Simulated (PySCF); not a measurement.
# Correlation energy of Si(2+) (silicon, charge +2)

[Ne] 3s2, closed-shell 1S. Computed with PySCF 2.14 in Sapporo-DZP-2012 (5s4p2d, 27 functions), with scalar relativity by spin-free X2C-1e. Frozen: [Ne]; 2 electrons correlated.

Total MP2 correlation energy: -26.78 mhartree.

Same-spin part 0.00 and opposite-spin part -26.78 mhartree; SCS-MP2 scales them by 1/3 and 6/5 to -32.13 mhartree.

With two correlated electrons CCSD is exact within the correlated space (frozen core and kept virtual orbitals).

| level | correlation energy (mhartree) |
| --- | --- |
| CCSD | -40.32 |

Diagnostics: T1 = 0.0025, D1 = 0.0035, largest double amplitude 0.116.

**Question.** Is a single reference adequate?

**Answer.** Mostly. T1 lies below 0.03, but a double amplitude of this size points to a near-degeneracy that CCSD handles and MP2 describes poorly.
